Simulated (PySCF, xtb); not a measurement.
C₃H₅FOSi, SMILES F[Si@H]1C=CCO1. The values are those of a single conformer.

Harmonic wavenumbers (cm⁻¹) from GFN2-xTB in xtb at its own minimum, in rising order: 111, 174, 254, 363, 476, 574, 673, 693, 711, 773, 823, 870, 901, 960, 981, 1061, 1130, 1164, 1268, 1292, 1453, 1635, 2416, 2891, 2922, 3083, 3127.

What does B3LYP-D3(BJ)/def2-SVP (PySCF) give at its own minimum? (Estimate from the structure and the level; the computed values follow.)

135, 220, 314, 403, 519, 675, 688, 720, 782, 866, 878, 918, 939, 983, 1032, 1061, 1153, 1225, 1320, 1364, 1467, 1631, 2294, 3005, 3040, 3153, 3210. Paired by order, the mean absolute difference is 54 cm⁻¹ and the zero-point energies are 46.9 and 48.6 kcal/mol.
